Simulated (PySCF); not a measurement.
Input file for PySCF: D3(BJ) and D4 dispersion corrections on digermane (SMILES [GeH3][GeH3]).

```python
from pyscf import gto
from pyscf.dispersion import dftd3, dftd4

mol = gto.M(
    atom='''
    Ge   -0.18822438   -1.40850771    0.65348644
    Ge   -0.36985753    0.98919005    0.25952059
    H     0.16948168   -2.13197227   -0.65748595
    H    -1.52506734   -1.97019722    1.16954011
    H     0.90448815   -1.71286358    1.69103819
    H     1.02862300    1.61726476    0.12085287
    H    -1.10313402    1.68200210    1.42010308
    H    -1.15310441    1.25490308   -1.03893994
    ''',
    basis='def2-svp',
    charge=0, spin=0, verbose=0, max_memory=1800)
d3, d4 = {}, {}
for xc in ['hf', 'pbe', 'blyp', 'revpbe', 'tpss', 'r2scan', 'b3lyp', 'pbe0', 'bhlyp', 'camb3lyp', 'b2plyp']:
    d3[xc] = float(dftd3.DFTD3Dispersion(mol, xc=xc, version='d3bj', atm=False).get_dispersion()['energy'])
    print(f'D3(BJ) {xc:10s} {d3[xc]:14.8f} Eh')
for xc in ['hf', 'pbe', 'blyp', 'revpbe', 'tpss', 'r2scan', 'b3lyp', 'pbe0', 'bhlyp', 'camb3lyp', 'b2plyp']:
    d4[xc] = float(dftd4.DFTD4Dispersion(mol, xc={'camb3lyp': 'cam-b3lyp'}.get(xc, xc), atm=True).get_dispersion()['energy'])
    print(f'D4     {xc:10s} {d4[xc]:14.8f} Eh')
```

Program output:

```
D3(BJ) hf            -0.04019324 Eh
D3(BJ) pbe           -0.00481207 Eh
D3(BJ) blyp          -0.01093083 Eh
D3(BJ) revpbe        -0.01141460 Eh
D3(BJ) tpss          -0.00628919 Eh
D3(BJ) r2scan        -0.00133735 Eh
D3(BJ) b3lyp         -0.00912376 Eh
D3(BJ) pbe0          -0.00439854 Eh
D3(BJ) bhlyp         -0.00794190 Eh
D3(BJ) camb3lyp      -0.00437922 Eh
D3(BJ) b2plyp        -0.00468867 Eh
D4     hf            -0.01550485 Eh
D4     pbe           -0.00470790 Eh
D4     blyp          -0.01014528 Eh
D4     revpbe        -0.01272110 Eh
D4     tpss          -0.00630659 Eh
D4     r2scan        -0.00108332 Eh
D4     b3lyp         -0.00767092 Eh
D4     pbe0          -0.00399278 Eh
D4     bhlyp         -0.00659026 Eh
D4     camb3lyp      -0.00411261 Eh
D4     b2plyp        -0.00325481 Eh
```

The run finished.

Cost: around 0.020 core-seconds (rough).
